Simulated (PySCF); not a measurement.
[GeF3]- (charge -1).
SMILES: `[F][Ge-]([F])[F]`

The closed-shell ground state was solved at several levels (PySCF, density fitting, gas phase). Geometry: PBE0-D3(BJ)/def2-SVP; no solvent, vibrations or thermal averaging. The geometry's basis has no diffuse functions, a weakness for an anion. Relativistic effects, spin–orbit coupling among them, are left out although an element past zinc is present. No diffuse functions stand in pcJ-1 (pcSseg-1 on Ge) and pcSseg-1 (pcSseg-2 on Ge), which bears on an anion's orbital energies.

```csv
level,basis functions,total energy (Eh),HOMO (eV),LUMO (eV),gap (eV)
B3LYP/pcSseg-1 (pcSseg-2 on Ge),114,-2376.8125,-1.12,5.57,6.69
PBE/pcJ-1 (pcSseg-1 on Ge),122,-2375.9283,-0.07,5.66,5.73
PBE/pcSseg-1 (pcSseg-2 on Ge),114,-2376.1748,-0.03,5.13,5.16
PBE0/pcSseg-1 (pcSseg-2 on Ge),114,-2376.2072,-1.32,5.81,7.13
```

Task: Estimate the row for CAM-B3LYP/def2-SVPD, a basis of 107 functions; the other rows only guide the guess.

Result: Total energy -2376.3309 Eh, HOMO -3.28 eV, LUMO 5.73 eV, gap 9.01 eV.

Task: Over all these levels, which gives the widest orbital gap and which the narrowest?

Result: CAM-B3LYP/def2-SVPD (range-separated hybrid) has the widest, 9.01 eV, and PBE/pcSseg-1 (pcSseg-2 on Ge) (GGA) the narrowest, 5.16 eV. Functional and basis both differ between the two, so the spread mixes both effects.

Task: In the pcSseg-1 (pcSseg-2 on Ge) basis, how does the gap go with the fixed share of exact exchange?

Result: PBE (0 %) 5.16 eV; B3LYP (20 %) 6.69 eV; PBE0 (25 %) 7.13 eV. Each rise in the share widens the gap here.
